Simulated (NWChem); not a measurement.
System: CH$_{4}$OTe; SMILES C[Te]O

```xyz
7

Te     0.3684     0.0460     0.0045
C     -0.9662    -1.6349     0.0035
H     -1.4698    -1.7402    -0.9654
H     -1.6975    -1.4905     0.8091
H     -0.3654    -2.5327     0.2109
O     -1.0692     1.4397     0.0675
H     -1.2734     1.6617    -0.8496
```
Atoms are numbered in this order, from 1.

All runs: NWChem. Geometry: optimised at PBE0/def2-SVP. def2 effective core potentials on Te; no spin-orbit coupling. B3LYP is NWChem's, with the RPA form of VWN correlation. Ions are spin-unrestricted doublets at the neutral geometry; other ion states weren't tried.

```json
[
 {"level": "B3LYP/def2-SVPD", "vertical ionisation energy, ΔSCF (eV)": "8.33", "−ε(HOMO) (eV)": "5.84", "ΔSCF minus −ε(HOMO) (eV)": "2.49", "relative time": "1"},
 {"level": "PBE/def2-SVPD", "vertical ionisation energy, ΔSCF (eV)": "8.16", "−ε(HOMO) (eV)": "4.96", "ΔSCF minus −ε(HOMO) (eV)": "3.20", "relative time": "1"},
 {"level": "BHandHLYP/def2-SVPD", "vertical ionisation energy, ΔSCF (eV)": "8.27", "−ε(HOMO) (eV)": "7.00", "ΔSCF minus −ε(HOMO) (eV)": "1.27", "relative time": "1"},
 {"level": "LRC-wPBEh/def2-SVPD", "vertical ionisation energy, ΔSCF (eV)": "8.30", "−ε(HOMO) (eV)": "7.87", "ΔSCF minus −ε(HOMO) (eV)": "0.43", "relative time": "6"},
 {"level": "LDA (Slater exchange, VWN5)/def2-SVPD", "vertical ionisation energy, ΔSCF (eV)": "8.39", "−ε(HOMO) (eV)": "5.08", "ΔSCF minus −ε(HOMO) (eV)": "3.31", "relative time": "1"}
]
```

The last column is a rough cost ratio, cheapest run = 1.
